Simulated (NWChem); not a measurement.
System: ZnCl cation; SMILES [Cl][Zn+]

```xyz
2

Zn     0.0000     0.0000    -0.7549
Cl     0.0000     0.0000     1.3150
```
Atoms are numbered in this order, from 1.

All runs use the structure optimised with PBE0/def2-SVP.

**Question.** List the 6 lowest vertical singlet excitations and the 6 lowest triplet ones from LDA (Slater exchange, VWN5)/def2-SVP, TDA (NWChem).

**Answer.** 
```
state  energy (eV)  oscillator strength  leading excitation (squared amplitude)
-----  -----------  -------------------  --------------------------------------
S1            1.86                0.004                      HOMO → LUMO (1.00)
S2            1.86                0.004                    HOMO−1 → LUMO (1.00)
S3            5.29                0.154                    HOMO−2 → LUMO (0.76)
S4            6.71                0.000                  HOMO−1 → LUMO+2 (0.50)
S5            6.80                0.000                    HOMO → LUMO+2 (0.35)
S6            6.80                0.000                  HOMO−1 → LUMO+2 (0.35)
T1            1.49       spin-forbidden                      HOMO → LUMO (1.00)
T2            1.49       spin-forbidden                    HOMO−1 → LUMO (1.00)
T3            3.49       spin-forbidden                    HOMO−2 → LUMO (1.00)
T4            6.44       spin-forbidden                  HOMO−1 → LUMO+1 (0.50)
T5            6.57       spin-forbidden                  HOMO−1 → LUMO+2 (0.34)
T6            6.57       spin-forbidden                    HOMO → LUMO+2 (0.34)
```
